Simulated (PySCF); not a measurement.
## Where the electron goes

C3H6AlFS.
Numbering: `[CH2:1]=[C:2]([AlH:3][F:4])[S:5][CH3:6]` (hydrogens: H7, H8 on C1; H9 on Al3; H10, H11, H12 on C6)

Structure used (GFN2-xTB), in Å, numbered top down from 1:
```xyz
12
C3H6AlFS angstrom
C      0.2864   -0.0329   -2.0987
C      0.2336    0.0859   -0.7671
Al    -1.2833   -0.9954   -0.0806
F     -1.8016   -1.1973    1.4719
S      1.3900    1.0772    0.1171
C      0.7546    0.7880    1.7987
H      1.0176    0.4516   -2.7259
H     -0.4489   -0.6561   -2.5955
H     -2.0629   -1.7329   -1.1608
H      1.3859    1.3448    2.4842
H      0.8032   -0.2771    2.0232
H     -0.2734    1.1436    1.8607
```

Computed with TDDFT PBE0/def2-SVPD, vertical, gas phase, core orbitals frozen in the response in PySCF.

Kohn–Sham orbitals with the atoms that hold most of them (Löwdin shares over 4%, at most four atoms; ? is withheld):

| orbital | ε (eV) | atoms |
| --- | --- | --- |
| HOMO-3 | -9.90 | H9 34%, Al3 27%, S5 9%, F4 9% |
| HOMO-2 | -9.32 | C2 38%, C1 25%, S5 20%, C6 5% |
| HOMO-1 | -8.18 | S5 28%, C2 27%, Al3 16%, H9 9% |
| HOMO | ? | ? |
| LUMO | -1.44 | ? |
| LUMO+1 | -0.25 | Al3 59%, F4 8%, C2 7%, S5 6% |
| LUMO+2 | 0.08 | C2 26%, Al3 25%, S5 14%, C1 12% |

(1) Give the leading atoms of the LUMO.

(2) Give the leading atoms of the HOMO.

(3) What is the HOMO energy, and the HOMO–LUMO gap?

Results:

(1) Al3 (bonded to C, F and H) 37%; C1 (bonded to C and 2 H) 21%; C2 (bonded to Al, C and S) 18%; F4 (bonded to Al) 8%. By element: carbon 39% or more, aluminium 37%, fluorine 8%.

(2) S5 (bonded to 2 C) 53%; C1 (bonded to C and 2 H) 18%; C2 (bonded to Al, C and S) 14%; C6 (bonded to S and 3 H) 8%. By element: sulfur 53%, carbon 39%.

(3) ε(HOMO) = -6.38 eV; the gap is 4.95 eV (0.1818 hartree).

Q: The HOMO–LUMO gap is 4.95 eV. Where does the response calculation put the lowest singlet, and from which orbitals?

A: S1 is at 4.10 eV (f = 0.035), 0.84 eV below the gap, made of HOMO→LUMO (98%). 

Q: Give energy, strength and leading configuration of S1, S2 and S4, and follow the Löwdin shares of the leading atoms from the occupied to the empty orbital.

A: 
- S1 (4.10 eV, f 0.035), HOMO→LUMO (98%): S5 53% → at most 8%, C1 18% → 21%, Al3 at most 8% → 37%
- S2 (5.07 eV, f 0.0025), HOMO→LUMO+1 (94%): S5 53% → 6%, C1 18% → at most 7%, Al3 at most 8% → 59%, F4 at most 8% → 8%
- S4 (5.35 eV, f 0.0000), HOMO-1→LUMO (98%): S5 28% → at most 8%, C2 27% → 18%, Al3 16% → 37%, C1 at most 10% → 21%

Löwdin shares depend on the basis, the more so with diffuse functions.

One conformer stands for the species.
